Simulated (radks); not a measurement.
Computed order of ionisation of rhodium. At each step one electron was removed from each of the four highest sub-shells of the ion before, moves of one valence electron (up to charge 6) and the configuration listed by NIST were tried, and the lowest configuration was kept. Code: a radial shooting solver on a logarithmic mesh with Libxc functionals. Model: scalar-relativistic Kohn-Sham, PBEsol, spin-polarised, spherical densities, finite nucleus; Fermi nuclear charge, rms radius of each element as measured or else 0.836 A^(1/3) + 0.57 fm. Open shells are filled with parallel spins first.

| species | lowest configuration found | NIST configuration | margin to the next tried (eV) | IE (eV) | NIST IE (eV) | kind |
|---|---|---|---|---|---|---|
| Rh | [Kr] 4d8 5s1 | same | 0.005 | 7.878 | 7.459 | exp. |
| Rh+ | [Kr] 4d8 | same | 2.084 | 18.536 | 18.080 | semi-emp. |
| Rh2+ | [Kr] 4d7 | same | 4.677 | 30.921 | 31.060 | semi-emp. |
| Rh3+ | [Kr] 4d6 | same | 7.577 | 44.599 | 42 | theory |
| Rh4+ | [Kr] 4d5 | same | 15.792 | 64.235 | 63 | theory |
| Rh5+ | [Kr] 4d4 | same | 20.185 | 80.768 | 80 | theory |
| Rh6+ | [Kr] 4d3 | same | 24.787 | 98.161 | 97 | theory |
| Rh7+ | [Kr] 4d2 | same | 47.633 | 116.32 | 115 | theory |
| Rh8+ | [Kr] 4d1 | same | 49.666 | 135.16 | 135 | theory |
| Rh9+ | [Kr] | same | 51.866 | 208.86 | 207.51 | semi-emp. |
| Rh10+ | [Ar] 3d10 4s2 4p5 | same | 35.567 | 230.74 | 228 | theory |
| Rh11+ | [Ar] 3d10 4s2 4p4 | same | 36.139 | 252.63 | 252 | theory |
| Rh12+ | [Ar] 3d10 4s2 4p3 | same | 36.718 | 281.80 | 277 | theory |
| Rh13+ | [Ar] 3d10 4s2 4p2 | same | 29.697 | 305.35 | 306 | theory |

Reference values: NIST Atomic Spectra Database (exp. = measured, semi-emp. = semi-empirical, theory = theoretical value adopted there). Open shells are spherical and high-spin; term and fine-structure splittings are not resolved.
